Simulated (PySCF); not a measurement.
F4S. Atoms are numbered in the order given.

```xyz
5

F      1.2204     0.0000    -0.6181
S      0.0000     0.0000     0.3866
F      0.0000     1.6541     0.2744
F      0.0000    -1.6541     0.2744
F     -1.2204     0.0000    -0.6181
```

Geometry optimised at PBE0-D3(BJ)/def2-SVP.

All values below come from TDA-PBE/def2-SVPD in PySCF.

Vertical excitations. Gas-phase values at a fixed geometry. State labels are in the subgroup C2v.

Computed lowest excited states:
```json
[
 {"state": "S1", "symmetry": "B1", "energy (eV)": "6.02", "λ (nm)": "206", "f": "0.036", "main pairs": "HOMO→LUMO 92 %"},
 {"state": "S2", "symmetry": "A2", "energy (eV)": "6.75", "λ (nm)": "184", "f": "0.000", "main pairs": "HOMO−2→LUMO 100 %"},
 {"state": "S3", "symmetry": "B2", "energy (eV)": "6.83", "λ (nm)": "181", "f": "0.014", "main pairs": "HOMO−1→LUMO 95 %"},
 {"state": "S4", "symmetry": "A1", "energy (eV)": "7.28", "λ (nm)": "170", "f": "0.032", "main pairs": "HOMO→LUMO+1 98 %"},
 {"state": "S5", "symmetry": "B1", "energy (eV)": "7.55", "λ (nm)": "164", "f": "0.011", "main pairs": "HOMO−4→LUMO 95 %"},
 {"state": "S6", "symmetry": "A1", "energy (eV)": "7.58", "λ (nm)": "164", "f": "0.001", "main pairs": "HOMO−3→LUMO 92 %"},
 {"state": "S7", "symmetry": "A2", "energy (eV)": "8.47", "λ (nm)": "146", "f": "0.000", "main pairs": "HOMO−1→LUMO+1 95 %"},
 {"state": "S8", "symmetry": "A1", "energy (eV)": "8.66", "λ (nm)": "143", "f": "0.015", "main pairs": "HOMO−5→LUMO 92 %"},
 {"state": "S9", "symmetry": "A2", "energy (eV)": "8.73", "λ (nm)": "142", "f": "0.000", "main pairs": "HOMO−6→LUMO 96 %"},
 {"state": "S10", "symmetry": "B2", "energy (eV)": "8.79", "λ (nm)": "141", "f": "0.002", "main pairs": "HOMO−2→LUMO+1 78 %, HOMO→LUMO+2 20 %"},
 {"state": "T1", "symmetry": "B1", "energy (eV)": "4.50", "λ (nm)": "276", "f": "0", "main pairs": "HOMO→LUMO 99 %"},
 {"state": "T2", "symmetry": "B2", "energy (eV)": "6.31", "λ (nm)": "196", "f": "0", "main pairs": "HOMO−1→LUMO 100 %"},
 {"state": "T3", "symmetry": "A2", "energy (eV)": "6.57", "λ (nm)": "189", "f": "0", "main pairs": "HOMO−2→LUMO 100 %"},
 {"state": "T4", "symmetry": "A1", "energy (eV)": "6.76", "λ (nm)": "183", "f": "0", "main pairs": "HOMO→LUMO+1 98 %"}
]
```
Triplets are in the Tamm–Dancoff approximation.
